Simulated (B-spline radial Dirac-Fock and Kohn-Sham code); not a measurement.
Level of theory: Dirac-Fock ΔSCF + Breit + QED; a radial B-spline solver. Electron correlation is not included.

**Question.** Identify the element and charge state from the binding energies below (tabulated ground configuration; the least bound level is included).

```
level  binding energy (eV)
   1s              83508.8
   2s              17086.4
2p1/2              16472.9
2p3/2              14648.6
3p1/2               5738.5
3p3/2               5311.6
   4s               2938.3
```

**Answer.** Au⁵⁰⁺: Z = 79 with 29 electrons, [Ar] 3d10 4s1. The hydrogen-like estimate √(E/Ry) = 78.3 for the K level lies 0.7 below Z (screening lowers it, relativity raises it); the outermost level, at 2938.3 eV, fixes the charge.

Values without a named source are computed, but for edge energies of neutral atoms, which are taken from tables.
